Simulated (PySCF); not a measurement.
CH3BrOZn, singlet, geometry from GFN2-xTB (such geometries of metal compounds can be far from the true shape), atoms displaced at random by about 0.08 Å a coordinate; PySCF with R2SCAN/STO-3G, gradient.

Input for PySCF:
```python
from pyscf import gto, scf, dft

mol = gto.Mole()
mol.atom = '''
    Zn   -0.13215780    0.05874454   -0.70224381
    Br   -0.58612250    0.49247760    1.53819088
    O     1.13121035   -0.99729539   -1.12714665
    C     1.55369955   -1.42817744   -2.58320893
    H     1.81925439   -0.43741243   -3.11027470
    H     2.58529619   -1.98130203   -2.09967453
    H     0.87098052   -2.18332000   -3.04158534
'''
mol.basis = 'sto-3g'
mol.verbose = 4
mol.build()

mf = dft.RKS(mol)
mf.xc = 'r2scan'
mf.kernel()
g = mf.nuc_grad_method()
grad = g.kernel()
```

What the program printed (banner, timings and long lists left out):

```
PySCF version 2.14.0

[INPUT] verbose = 4
[INPUT] num. atoms = 7
[INPUT] num. electrons = 82
[INPUT] charge = 0
[INPUT] spin (= nelec alpha-beta = 2S) = 0
[INPUT] symmetry False subgroup None
[INPUT] Mole.unit = angstrom
[INPUT] Symbol           X                Y                Z      unit          X                Y                Z       unit  Magmom
[INPUT]  1 Zn    -0.132157800000   0.058744540000  -0.702243810000 AA   -0.249742047225   0.111011091914  -1.327048473571 Bohr   0.0
[INPUT]  2 Br    -0.586122500000   0.492477600000   1.538190880000 AA   -1.107611000445   0.930647786483   2.906759490504 Bohr   0.0
[INPUT]  3 O      1.131210350000  -0.997295390000  -1.127146650000 AA    2.137677750773  -1.884615152391  -2.129998470721 Bohr   0.0
[INPUT]  4 C      1.553699550000  -1.428177440000  -2.583208930000 AA    2.936066629360  -2.698864218882  -4.881557400231 Bohr   0.0
[INPUT]  5 H      1.819254390000  -0.437412430000  -3.110274700000 AA    3.437892548013  -0.826589696180  -5.877567355164 Bohr   0.0
[INPUT]  6 H      2.585296190000  -1.981302030000  -2.099674530000 AA    4.885501749982  -3.744118206745  -3.967809812425 Bohr   0.0
[INPUT]  7 H      0.870980520000  -2.183320000000  -3.041585340000 AA    1.645914642631  -4.125876842285  -5.747763277092 Bohr   0.0

nuclear repulsion = 465.663081192536
number of shells = 25
number of NR pGTOs = 147
number of NR cGTOs = 49
basis = sto-3g
ecp = {}

******** <class 'pyscf.dft.rks.RKS'> ********
method = RKS
initial guess = minao
damping factor = 0
level_shift factor = 0
DIIS = <class 'pyscf.scf.diis.CDIIS'>
diis_start_cycle = 1
diis_space = 8
diis_damp = 0
SCF conv_tol = 1e-09
SCF conv_tol_grad = None
SCF max_cycles = 50
direct_scf = True
direct_scf_tol = 1e-13
XC library pyscf.dft.libxc version 7.1.2
    S. Lehtola, C. Steigemann, M. J. T. Oliveira, and M. A. L. Marques,  SoftwareX 7, 1–5 (2018)
XC functionals = r2scan
    J. W. Furness, A. D. Kaplan, J. Ning, J. P. Perdew, and J. Sun,  J. Phys. Chem. Lett. 11, 8208–8215 (2020)
    J. W. Furness, A. D. Kaplan, J. Ning, J. P. Perdew, and J. Sun,  J. Phys. Chem. Lett. 11, 9248–9248 (2020)
    J. W. Furness, A. D. Kaplan, J. Ning, J. P. Perdew, and J. Sun,  J. Phys. Chem. Lett. 11, 8208–8215 (2020)
    J. W. Furness, A. D. Kaplan, J. Ning, J. P. Perdew, and J. Sun,  J. Phys. Chem. Lett. 11, 9248–9248 (2020)
radial grids:
    Treutler-Ahlrichs [JCP 102, 346 (1995); DOI:10.1063/1.469408] (M4) radial grids

becke partition: Becke, JCP 88, 2547 (1988); DOI:10.1063/1.454033
pruning grids: <function nwchem_prune>
grids dens level: 3
symmetrized grids: False
atomic radii adjust function: <function treutler_atomic_radii_adjust>
small_rho_cutoff = 0
Set gradient conv threshold to 3.16228e-05
Initial guess from minao.
tot grids = 98688
init E= -4412.94492748442
  HOMO = -0.144793764415764  LUMO = -0.0832128617595869  gap/eV = 1.67570
cycle= 1 E= -4396.08760860338  delta_E= 16.9  |g|=  6.8  |ddm|=  7.7
  HOMO = 0.0424868012247277  LUMO = 0.125814836401235  gap/eV = 2.26747
cycle= 2 E= -4402.97896797394  delta_E= -6.89  |g|= 2.55  |ddm|= 7.26
  HOMO = 0.564189485516248  LUMO = 0.708352220929786  gap/eV = 3.92287
cycle= 3 E= -4366.72620343084  delta_E= 36.3  |g|= 5.01  |ddm|= 13.2
  HOMO = -0.0749505459330525  LUMO = -0.0722505880606098  gap/eV = 0.07347
cycle= 4 E= -4400.27772204337  delta_E= -33.6  |g|= 3.07  |ddm|=  8.8
  HOMO = 0.0998026694905236  LUMO = 0.119932215187151  gap/eV = 0.54775
cycle= 5 E= -4414.76372123534  delta_E= -14.5  |g|= 1.91  |ddm|= 10.2
  HOMO = 0.219253592907094  LUMO = 0.224724288398039  gap/eV = 0.14887
cycle= 6 E= -4413.5133271061  delta_E= 1.25  |g|= 3.59  |ddm|= 4.94

WARN: HOMO 0.183284086881337 == LUMO 0.184083070328757

cycle= 7 E= -4414.98627241452  delta_E= -1.47  |g|= 3.59  |ddm|= 2.75
  HOMO = 0.216205223271561  LUMO = 0.220935905259737  gap/eV = 0.12873
cycle= 8 E= -4411.66216646639  delta_E= 3.32  |g|= 4.25  |ddm|= 2.38
  HOMO = 0.187067946566346  LUMO = 0.193441363316997  gap/eV = 0.17343
cycle= 9 E= -4414.24693248353  delta_E= -2.58  |g|= 3.72  |ddm|= 1.53
  HOMO = 0.210417958855181  LUMO = 0.215225957962475  gap/eV = 0.13083
cycle= 10 E= -4412.36255885893  delta_E= 1.88  |g|= 4.13  |ddm|=  1.1
  HOMO = 0.0242197013354689  LUMO = 0.124237224771671  gap/eV = 2.72162
cycle= 11 E= -4409.43031920651  delta_E= 2.93  |g|= 4.05  |ddm|=  5.9
  HOMO = 0.303121044266179  LUMO = 0.351444558670785  gap/eV = 1.31495
cycle= 12 E= -4385.04884385467  delta_E= 24.4  |g|= 5.69  |ddm|= 9.79
  HOMO = 0.150154057678227  LUMO = 0.168835249880061  gap/eV = 0.50834
cycle= 13 E= -4378.69760747823  delta_E= 6.35  |g|= 8.38  |ddm|= 8.48
  HOMO = -0.182209515135482  LUMO = -0.136067254632087  gap/eV = 1.25559
cycle= 14 E= -4410.53759114445  delta_E= -31.8  |g|= 2.89  |ddm|= 11.4
  HOMO = 0.271622800675379  LUMO = 0.273854396754057  gap/eV = 0.06072
cycle= 15 E= -4410.46481406548  delta_E= 0.0728  |g|= 4.17  |ddm|= 6.86
  HOMO = 0.218819812487884  LUMO = 0.221269056142851  gap/eV = 0.06665
cycle= 16 E= -4417.56265648419  delta_E= -7.1  |g|= 1.16  |ddm|= 4.46
  HOMO = 0.0980204354845293  LUMO = 0.105549754217444  gap/eV = 0.20488
cycle= 17 E= -4414.72856774196  delta_E= 2.83  |g|= 2.78  |ddm|= 5.14
  HOMO = 0.0981657335521024  LUMO = 0.100037497022632  gap/eV = 0.05093
cycle= 18 E= -4416.59375974338  delta_E= -1.87  |g|= 2.45  |ddm|= 2.33
  HOMO = 0.0930506456079687  LUMO = 0.101152957805681  gap/eV = 0.22048
cycle= 19 E= -4417.19079578236  delta_E= -0.597  |g|= 1.87  |ddm|= 2.35
  HOMO = 0.0123763374975971  LUMO = 0.0781205146478839  gap/eV = 1.78899
cycle= 20 E= -4415.58828441999  delta_E=  1.6  |g|= 3.19  |ddm|=  3.9
  HOMO = 0.00690251839122247  LUMO = 0.00978524037490086  gap/eV = 0.07844
cycle= 21 E= -4418.3323393576  delta_E= -2.74  |g|= 0.201  |ddm|= 3.05
  HOMO = -0.00969898968145122  LUMO = -0.00647018956965562  gap/eV = 0.08786
cycle= 22 E= -4418.34938081903  delta_E= -0.017  |g|= 0.173  |ddm|= 2.85
  HOMO = -0.046389942267561  LUMO = -0.0190229198820412  gap/eV = 0.74469
cycle= 23 E= -4418.31754279024  delta_E= 0.0318  |g|= 0.39  |ddm|=  2.4
  HOMO = -0.0109844451157352  LUMO = -0.00347267967531362  gap/eV = 0.20441
cycle= 24 E= -4418.36635701807  delta_E= -0.0488  |g|= 0.169  |ddm|= 1.59
  HOMO = 0.00494844663783278  LUMO = 0.0157005454356077  gap/eV = 0.29258
cycle= 25 E= -4418.28224993276  delta_E= 0.0841  |g|= 0.375  |ddm|= 2.68
  HOMO = -0.00348800736315286  LUMO = 0.00366542721220292  gap/eV = 0.19465
cycle= 26 E= -4418.37073215481  delta_E= -0.0885  |g|= 0.0941  |ddm|= 1.59
  HOMO = 0.0164310189164555  LUMO = 0.0295818850570804  gap/eV = 0.35785
cycle= 27 E= -4418.15393655136  delta_E= 0.217  |g|= 0.551  |ddm|=    3
  HOMO = -0.00304295007028577  LUMO = 0.0108615350091467  gap/eV = 0.37836
cycle= 28 E= -4418.21286325971  delta_E= -0.0589  |g|= 0.48  |ddm|= 0.392
  HOMO = -0.00971000642309378  LUMO = -0.00298557522025256  gap/eV = 0.18298
cycle= 29 E= -4418.33477175301  delta_E= -0.122  |g|= 0.234  |ddm|= 1.14
  HOMO = 0.0119827269296147  LUMO = 0.0189183181445532  gap/eV = 0.18873
cycle= 30 E= -4418.12158931959  delta_E= 0.213  |g|= 0.485  |ddm|= 2.24
  HOMO = 0.00107232274262958  LUMO = 0.00587062660350912  gap/eV = 0.13057
cycle= 31 E= -4418.14063130421  delta_E= -0.019  |g|= 0.478  |ddm|= 0.461
  HOMO = -4.81840310904147e-05  LUMO = 0.00260760212931094  gap/eV = 0.07227
cycle= 32 E= -4418.35948360856  delta_E= -0.219  |g|= 0.104  |ddm|= 2.31
  HOMO = -0.00254546183531218  LUMO = 0.00141791819401299  gap/eV = 0.10785
cycle= 33 E= -4418.33505900997  delta_E= 0.0244  |g|= 0.242  |ddm|= 2.88
  HOMO = -0.00252751685731567  LUMO = 0.00046605417954243  gap/eV = 0.08146
cycle= 34 E= -4418.35705630494  delta_E= -0.022  |g|= 0.143  |ddm|= 0.508
  HOMO = -0.0159658682082234  LUMO = 0.000944527629850811  gap/eV = 0.46016
cycle= 35 E= -4418.36149361821  delta_E= -0.00444  |g|= 0.122  |ddm|= 0.468
  HOMO = -0.0102806210751229  LUMO = 0.00381041544054156  gap/eV = 0.38344
cycle= 36 E= -4418.34657906011  delta_E= 0.0149  |g|= 0.209  |ddm|= 0.644
  HOMO = -0.0030713206407797  LUMO = 0.00217206116967023  gap/eV = 0.14268
cycle= 37 E= -4418.36791880153  delta_E= -0.0213  |g|= 0.109  |ddm|= 1.35
  HOMO = 0.00161053315008314  LUMO = 0.00935222380029965  gap/eV = 0.21066
cycle= 38 E= -4418.33579309241  delta_E= 0.0321  |g|= 0.254  |ddm|= 1.85
  HOMO = 0.000352735052076558  LUMO = 0.0106708535634782  gap/eV = 0.28077
cycle= 39 E= -4418.35024730137  delta_E= -0.0145  |g|= 0.19  |ddm|= 0.39
  HOMO = 0.00715166905756059  LUMO = 0.0102858072320001  gap/eV = 0.08528
cycle= 40 E= -4418.12465914123  delta_E= 0.226  |g|= 0.495  |ddm|= 2.73
  HOMO = 0.00717656701528246  LUMO = 0.0316370823919024  gap/eV = 0.66560
cycle= 41 E= -4418.23892189198  delta_E= -0.114  |g|= 0.48  |ddm|= 1.62
  HOMO = 0.00357624004147977  LUMO = 0.0298237870430538  gap/eV = 0.71423
cycle= 42 E= -4418.21963680174  delta_E= 0.0193  |g|= 0.508  |ddm|= 0.676
  HOMO = 0.00852934082403661  LUMO = 0.0271551340239822  gap/eV = 0.50683
cycle= 43 E= -4418.21183748769  delta_E= 0.0078  |g|= 0.517  |ddm|= 0.224
  HOMO = 0.00713164883354694  LUMO = 0.0265900728891639  gap/eV = 0.52949
cycle= 44 E= -4418.2134460315  delta_E= -0.00161  |g|= 0.515  |ddm|= 0.113
  HOMO = 0.00228642623419745  LUMO = 0.0302801723592633  gap/eV = 0.76175
cycle= 45 E= -4418.22973062363  delta_E= -0.0163  |g|= 0.489  |ddm|= 0.664
  HOMO = -0.0229439153785859  LUMO = 0.00736571284261578  gap/eV = 0.82477
cycle= 46 E= -4418.28858091889  delta_E= -0.0589  |g|= 0.403  |ddm|= 1.07
  HOMO = -0.0894672307106728  LUMO = -0.0306641633799672  gap/eV = 1.60011
cycle= 47 E= -4418.004901493  delta_E= 0.284  |g|= 1.06  |ddm|= 2.25
  HOMO = -0.0595739925583343  LUMO = -0.0189509437335612  gap/eV = 1.10541
cycle= 48 E= -4418.27756545864  delta_E= -0.273  |g|= 0.511  |ddm|= 1.41
  HOMO = 0.0378619650596295  LUMO = 0.0551192803813044  gap/eV = 0.46960
cycle= 49 E= -4418.19815984214  delta_E= 0.0794  |g|= 0.585  |ddm|=  2.1
  HOMO = -0.0351420400966265  LUMO = -0.00555315708611021  gap/eV = 0.80515
cycle= 50 E= -4418.33874827564  delta_E= -0.141  |g|= 0.372  |ddm|= 2.57
SCF not converged.
SCF energy = -4418.33874827564

WARN: Ground state RKS not converged

******** <class 'pyscf.grad.rks.Gradients'> for <class 'pyscf.dft.rks.RKS'> ********
unit = Eh/Bohr
grid_response = False
--------------- RKS gradients ---------------
         x                y                z
0 Zn    -0.0744226460     0.0636754288    -0.0147492056
1 Br    -0.0049205393     0.0064975025     0.0443361840
2 O     0.0926151155    -0.0609674889     0.0339819359
3 C    -0.0758581170    -0.0085081450    -0.1195120395
4 H     0.0114364017     0.0417910808    -0.0015437578
5 H     0.0612702297    -0.0302911636     0.0617319407
6 H    -0.0046998097    -0.0165266073     0.0004462111
----------------------------------------------
```

Convergence was not reached.
